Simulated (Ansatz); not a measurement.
`C#[C][SnH2][C]#C`, one more setting.

```yaml
crystal:
  periodic: [false, false, false]
  atoms:
    - {symbol: C, position_ang: [1.992346, 2.421651, 0.096689]}
    - {symbol: C, position_ang: [1.474379, 1.175327, 0.145028]}
    - {symbol: Sn, position_ang: [0.623206, -0.987150, 0.238518]}
    - {symbol: C, position_ang: [-1.651916, -0.867556, -0.229607]}
    - {symbol: C, position_ang: [-2.975018, -0.822659, -0.496692]}
    - {symbol: H, position_ang: [2.443294, 3.526473, 0.052237]}
    - {symbol: H, position_ang: [1.476633, -2.049009, -1.088228]}
    - {symbol: H, position_ang: [0.860768, -1.673348, 1.996028]}
    - {symbol: H, position_ang: [-4.144572, -0.775695, -0.733124]}
basis:
  gaussian: {orbitals: STO-3G, nuclear_model: gaussian, point_charges: [{charge: -1.00, position_ang: [6.766, -0.921, 0.457]}]}
magnetization: {spin_polarized: false, initial_magnetization: 2}
hamiltonian: {xc: {name: r2SCANh}, dispersion: d4}
output: {forces: true}
```

```sh
$ ansatz run in.yaml --threads 4 --pin off --events-out ev --progress --plain --max-ram 10444MiB
```

It prints (some lines left out):

```
Functional definition: r2SCANh
681 factors; integrals over basis functions are off by at most 3.4e-5 eV
mean field evaluation 1: about -166468.8861 eV, gradient 2.6e1 eV
mean field evaluation 2: about -166468.7389 eV, gradient 2.6e1 eV
mean field evaluation 4: about -166469.7840 eV, gradient 2.5e1 eV
mean field evaluation 8: about -166472.5159 eV, gradient 1.6e1 eV
mean field evaluation 16: about -166476.4891 eV, gradient 2.4e-1 eV
mean field evaluation 32: about -166476.4903 eV, gradient 1.7e-6 eV
mean field -166476.49028525 eV, -6117.8981761648 hartree, gradient 2.5e-8 eV, S^2 2.000000; 5 other end points of the search recorded, 0 dependent functions left out
reference -166476.49029251 eV, -6117.8981764318 hartree; 40, 38 occupied and 11, 13 virtual orbitals, 681 factors
Total energy: -166476.53890607 eV, -6117.8999629470 hartree
Atom 0 at     1.992346     2.421651     0.096689 Å, force    -3.202240    -7.466290     0.283499 eV/Å
Atom 1 at     1.474379     1.175327     0.145028 Å, force     3.188804     7.787498    -0.283633 eV/Å
Atom 2 at     0.623206    -0.987150     0.238518 Å, force    -0.598622     0.478446    -0.244906 eV/Å
Atom 3 at    -1.651916    -0.867556    -0.229607 Å, force     4.789353    -0.269792     1.000976 eV/Å
Atom 4 at    -2.975018    -0.822659    -0.496692 Å, force    -4.693995     0.095431    -0.934004 eV/Å
Atom 5 at     2.443294     3.526473     0.052237 Å, force    -1.377607    -3.475484     0.138865 eV/Å
Atom 6 at     1.476633    -2.049009    -1.088228 Å, force    -1.493409     1.776144     2.111707 eV/Å
Atom 7 at     0.860768    -1.673348     1.996028 Å, force    -0.497654     1.183061    -2.851600 eV/Å
Atom 8 at    -4.144572    -0.775695    -0.733124 Å, force     3.903998    -0.076630     0.775610 eV/Å
Dipole moment:     0.118228    -0.291601     0.044341 e Å
```

It took 14 s on 4 threads of an Arm Neoverse V1 on a shared host, with 0.45 GiB of host memory at the peak.
